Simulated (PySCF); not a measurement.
## How a change of structure moves an absorption spectrum

Theory: TDDFT wB97X-D/def2-SVPD, vertical, gas phase, core orbitals frozen in the response in PySCF. Geometries: GFN2-xTB; one conformer of each isolated species. Triplets are in the Tamm–Dancoff approximation. 'Strongest' means the level of largest summed f among the lowest 8 singlets; it needn't be the same kind of state in each.

Parent: `C=CO[SiH2]CC=O`, with lowest singlet excitation energy 4.40 eV, energy of the strongest computed level 7.07 eV, lowest triplet energy 3.87 eV, LUMO energy 0.89 eV, mean static polarisability 78.6 au. Its spectrum: 4.40 eV (f 0.001); 6.20 eV (f 0.008); 6.67 eV (f 0.017); 7.07 eV (f 0.110); 7.36 eV (f 0.029).

Question: How do these changes move the values? H on C replaced by OH (`C=CO[SiH2]CC(=O)O`); H on C replaced by NH2 (`C=CO[SiH2]CC(N)=O`); H on C replaced by CH3 (`C=CO[SiH2]CC(C)=O`).

Answer: 

```
                change             SMILES  Δ S1 (eV)  Δ strongest (eV)  Δ T1 (eV)  Δ LUMO (eV)  Δ α (au)
 H on C replaced by OH  C=CO[SiH2]CC(=O)O      +1.60             +0.08      +0.71        +0.80      +4.6
H on C replaced by NH2  C=CO[SiH2]CC(N)=O      +1.42             -0.03      +0.71        +0.92      +8.5
H on C replaced by CH3  C=CO[SiH2]CC(C)=O      +0.09             -0.21      +0.11        +0.24     +12.3
```

All changes raise S1, and it rises most with H on C replaced by OH (+1.60 eV). S1 is simply the lowest singlet of each species and needn't be the same kind of state throughout.
